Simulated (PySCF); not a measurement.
Atoms are numbered as in `[CH3:1][C:2]1=[C:3]([F:4])[C@@:5]1([CH3:6])[F:7]` (H(Xn): hydrogen on atom n).

Geometry: PBE0-D3(BJ)/def2-SVP; GIAO absolute shieldings from PySCF 2.14.0 with density-fitted response routines, gas phase, non-relativistic, averaged over equivalent atoms.

At PBE0/6-31G (75 basis functions, 10 s wall time on 1 thread of an Arm Neoverse N1, shared host):
```json
{"atoms": "C3", "σ (ppm)": "61.0"}
{"atoms": "C2", "σ (ppm)": "98.6"}
{"atoms": "C5", "σ (ppm)": "124.5"}
{"atoms": "C6", "σ (ppm)": "178.6"}
{"atoms": "C1", "σ (ppm)": "191.4"}
{"atoms": "F7", "σ (ppm)": "321.9"}
{"atoms": "F4", "σ (ppm)": "325.7"}
{"atoms": "H(C1)", "σ (ppm)": "30.62"}
{"atoms": "H(C6)", "σ (ppm)": "30.99"}
```

**Question.** Predict the values at PBE0/6-31G* on the same geometry.

**Answer.** 
```tsv
atoms	σ at PBE0/6-31G*	change
C3	56.8	-4.2
C2	99.6	+1.0
C5	120.1	-4.4
C6	174.1	-4.5
C1	186.7	-4.7
F7	327.1	+5.2
F4	331.9	+6.2
H(C1)	30.18	-0.44
H(C6)	30.51	-0.48
```

The largest change is at F4 (vinylic fluorine). Cost: 110 basis functions, 7.5 s wall time on 1 thread of an Intel Xeon 6975P-C, shared host. The order of the carbon signals is the same at both levels.
